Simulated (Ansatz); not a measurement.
Reaction (hydrogen abstraction from the N–H bond): `B[NH][GeH3]` + H• → `B[N][GeH3]`• + H₂

Calculated with Ansatz (gas phase, PBE0-D4/def2-TZVP geometries, no zero-point term in ΔE). CCSD(T)/CBS is the MP2 limit (def2-TZVPP, def2-QZVPP) plus CCSD(T) − MP2 in def2-TZVPP, frozen cores. This one scheme is used for every species, atoms too. DFT in def2-TZVPP. B3LYP here is the variant with VWN-RPA as its local correlation; programs differ in this. HSE06 is defined as in plane-wave codes. No spin–orbit coupling; open shells (•) take unrestricted orbitals. For Ge outer-core shells are correlated without core-valence functions, so the limit isn't a true one: a few kJ/mol of doubt a bond, and 10 to 20 or more in all where bonds break to atoms. Scalar relativity is left out up to krypton.

Is it downhill or uphill in electronic energy at CCSD(T)/CBS, and by how much? (Estimate.)

Computed: Uphill: ΔE = +0.20 eV.

What do these levels give: PBE-D4, B97M-V, B3LYP-D4, r2SCANh-D4, PBE-QIDH, r2SCAN, HSE06, LC-ωPBE, CCSD(T)/def2-SVP, SCS-MP2/def2-TZVPP, HF/CBS(def2), CCSD/CBS(def2)? (Best estimate.)

Computed: PBE-D4 0.03, B97M-V -0.02, B3LYP-D4 -0.08, r2SCANh-D4 -0.05, PBE-QIDH 0.33, r2SCAN -0.09, HSE06 0.14, LC-ωPBE 0.24, CCSD(T)/def2-SVP 0.24, SCS-MP2/def2-TZVPP 0.44, HF/CBS(def2) 0.10, CCSD/CBS(def2) 0.17 eV.

Largest T1 diagnostic among the species: 0.022.

In def2-TZVPP, CCSD(T) changes the Hartree–Fock value by +0.07 eV (the triples alone add +0.03 eV) and MP2 by +0.49 eV. At CCSD(T), def2-SVP lies +0.04 eV from the extrapolated value and def2-TZVPP −0.02 eV. Leaving LDA and LC-ωPBE aside and taking each functional with its dispersion term where it has one, the values, not all of them listed here, spread over 0.53 eV, from BLYP-D4 to PBE-QIDH. LDA lies +0.15 eV from PBE without D4.
